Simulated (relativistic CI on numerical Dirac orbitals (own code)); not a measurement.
## Electric-dipole transitions in Au28+

Method of calculation: Dirac-Coulomb-Breit CI, separate exchange-only KLI orbitals for each configuration, QED by a radiative potential, unscaled Slater integrals (own radial code, finite nucleus).

Configurations in the expansion (outside the closed core [Ar] 3d10): 4s2 4p6 4d10 4f5, 4s2 4p6 4d10 4f4 5s, 4s2 4p6 4d9 4f6, 4s2 4p6 4d10 4f3 5s2, 4s2 4p6 4d10 4f4 5p, 4s2 4p6 4d10 4f3 5s 5p, 4s2 4p5 4d10 4f6, 4s2 4p6 4d10 4f4 5d, 4s2 4p6 4d10 4f3 5p2, 4s2 4p6 4d10 4f3 5s 5d, 4s 4p6 4d10 4f6, 4s2 4p6 4d10 4f4 6p, 4p6 4d10 4f7. Levels of other configurations are missing.

```csv
λ vac (nm),Lower,Upper,A (s⁻¹),E lower (cm⁻¹),E upper (cm⁻¹)
7.6313,4s2 4p6 4d10 4f5 6H°_9/2 [4],4s2 4p6 4d10 4f4 5s 2G_9/2 [304],1.99e+04,34026,1344415
7.6780,4s2 4p6 4d10 4f5 6F°_5/2 [3],4s2 4p6 4d10 4f4 5s 4F_7/2 [297],1.09e+04,33124,1335543
7.8760,4s2 4p6 4d10 4f5 6H°_9/2 [4],4s2 4p6 4d10 4f4 5s 4F_9/2 [264],8.74e+03,34026,1303711
7.9460,4s2 4p6 4d10 4f5 6F°_5/2 [3],4s2 4p6 4d10 4f4 5s 4P_3/2 [249],7.13e+04,33124,1291618
7.9649,4s2 4p6 4d10 4f5 6F°_5/2 [3],4s2 4p6 4d10 4f4 5s 2D_5/2 [242],5.77e+03,33124,1288626
8.0300,4s2 4p6 4d10 4f5 6F°_5/2 [3],4s2 4p6 4d10 4f4 5s 6G_7/2 [236],3.43e+04,33124,1278458
8.3731,4s2 4p6 4d10 4f5 4L°_17/2 [34],4s2 4p6 4d10 4f4 5s 2M_17/2 [268],2.65e+05,112386,1306681
8.4655,4s2 4p6 4d10 4f5 6F°_3/2 [5],4s2 4p6 4d10 4f4 5s 6F_5/2 [205],1.31e+05,34943,1216207
8.8006,4s2 4p6 4d10 4f5 2L°_17/2 [83],4s2 4p6 4d10 4f4 5s 4I_15/2 [272],1.49e+05,172643,1308935
9.2039,4s2 4p6 4d10 4f5 2I°_13/2 [139],4s2 4p6 4d10 4f4 5s 2H_11/2 [282],1.63e+05,236319,1322817
```

Terms are leading LS components. Brackets give the number of a level in order of energy, since labels repeat. The list gives strong lines, with weight on those to low levels, without lines whose two gauges differ by over a factor of 2.5, among the lowest 400 of 9793 levels, so that lines to higher ones, which can be the strongest, are missing. Levels whose partners in the same complex of configurations lie outside the list can be far off, and so can their lines. Rates are taken at the computed energies, electric ones in the length gauge.

At this charge energies of transitions that change n are usually good to better than 1 %, and those within a shell (Δn = 0) to a few per cent. Terms inside the open d or f shell come out 10 to 20 % too wide with unscaled integrals.

LS names give the leading component of a level, which can be under half, so a name can repeat, a term be missing and a line seem to break the LS rules.
